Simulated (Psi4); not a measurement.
thiooxirane (C$_{2}$H$_{4}$S), singlet, geometry from GFN2-xTB. Base run: BLYP/aug-cc-pVDZ (Psi4).

Psi4 was given this input:
```
memory 2 GB

molecule mol {
0 1
  C     0.011731   -0.727088   -0.798507
  S     0.002623   -0.013849    0.853379
  C    -0.016566    0.752614   -0.774407
  H    -0.888815   -1.259810   -1.072144
  H     0.930506   -1.224936   -1.077171
  H     0.882335    1.294024   -1.036144
  H    -0.936987    1.259150   -1.031117
}

set basis aug-cc-pvdz
set reference rks

energy('blyp')
print_variables()
```

Each row names what was changed in the base input (with any setting that the change needs).

```json
[
 {"change": "base", "ΔE vs base (µEh)": "0.0", "SCF cycles": "9", "grid points": "152441", "basis functions": "109"},
 {"change": "scf_type = dfdirj+link", "ΔE vs base (µEh)": "0.0", "SCF cycles": "9", "grid points": "152441", "basis functions": "109"},
 {"change": "scf_type = cd", "ΔE vs base (µEh)": "79.9", "SCF cycles": "9", "grid points": "152441", "basis functions": "109"},
 {"change": "diis_max_vecs = 3", "ΔE vs base (µEh)": "0.0", "SCF cycles": "16", "grid points": "152441", "basis functions": "109"},
 {"change": "scf_type = dfdirj+cosx", "ΔE vs base (µEh)": "0.0", "SCF cycles": "10", "grid points": "152441", "basis functions": "109"},
 {"change": "basis_guess = sto-3g", "ΔE vs base (µEh)": "0.0", "SCF cycles": "7", "grid points": "152441", "basis functions": "109"},
 {"change": "e_convergence = 1e-4", "ΔE vs base (µEh)": "0.0", "SCF cycles": "9", "grid points": "152441", "basis functions": "109"},
 {"change": "guess = modhuckel", "ΔE vs base (µEh)": "0.0", "SCF cycles": "9", "grid points": "152441", "basis functions": "109"},
 {"change": "guess = core", "ΔE vs base (µEh)": "0.0", "SCF cycles": "11", "grid points": "152441", "basis functions": "109"},
 {"change": "scf_type = disk_df", "ΔE vs base (µEh)": "0.0", "SCF cycles": "9", "grid points": "152441", "basis functions": "109"},
 {"change": "cholesky_tolerance = 1e-3 (with scf_type cd)", "ΔE vs base (µEh)": "-770", "SCF cycles": "9", "grid points": "152441", "basis functions": "109"},
 {"change": "dft_radial_scheme = becke", "ΔE vs base (µEh)": "-6.1", "SCF cycles": "9", "grid points": "137868", "basis functions": "109"},
 {"change": "dft_spherical_points = 974", "ΔE vs base (µEh)": "0.5", "SCF cycles": "9", "grid points": "490833", "basis functions": "109"}
]
```
